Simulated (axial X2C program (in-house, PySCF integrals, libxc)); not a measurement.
BeCl⁻: cheaper levels and CCSD(T), with spin–orbit coupling

Computed with an in-house relativistic program for diatomic molecules. Two-component (2c) means X2C with spin–orbit coupling and atomic mean-field two-electron Coulomb and Gaunt terms. Basis: Cl dyall-av3z [9s8p3d2f], Be dyall-av3z [9s9p4d2f] (cores contracted in-house); Gaussian nuclei, density fitting, unrestricted open shells. Masses: Cl 34.969 u, Be 9.012 u.

State: Ω = 0 (closed shell); fragments Cl- + Be.

```tsv
level	Re (Å)	ωe (cm⁻¹)	De (eV)
PBE0	1.923	582.1	1.75
HF	1.938	578.7	1.38
MP2	1.924	592.8	1.65
CCSD	1.937	573.3	1.52
BP86	1.938	558.9	1.70
```

Correlated methods: 10 electrons correlated (number of frozen shells: Cl 2 s, 1 p; Be 1 s), 206 virtual spin orbitals or spinors in MP2, 90 natural virtuals in coupled cluster.

CCSD(T), same Hamiltonian and basis:

Re = 1.937 Å, ωe = 574.1 cm⁻¹, De = 1.57 eV; T1 = 0.014 (Lee–Taylor normalisation).

Question: Give the differences from CCSD(T) in the columns below.

Answer: 

| level | ΔRe (Å) | Δωe (cm⁻¹) | ΔDe (eV) |
| --- | --- | --- | --- |
| PBE0 | -0.014 | 8 | 0.18 |
| HF | 0.001 | 5 | -0.19 |
| MP2 | -0.013 | 19 | 0.08 |
| CCSD | 0.000 | -1 | -0.05 |
| BP86 | 0.001 | -15 | 0.13 |

Occupations by symmetry block were frozen at the best pattern of an incomplete PBE0 search. De is counted from the lowest determinant-based energies of the atoms at the same level, without counterpoise correction. CCSD and (T) use frozen natural virtuals with an MP2 correction for the truncation; (T) itself is uncorrected, so its De runs slightly low. The highest occupied level of some functionals is positive through self-interaction error; at Hartree–Fock it is bound. Hartree–Fock gets electron affinities wrong, so its lowest charge split need not be the true one.
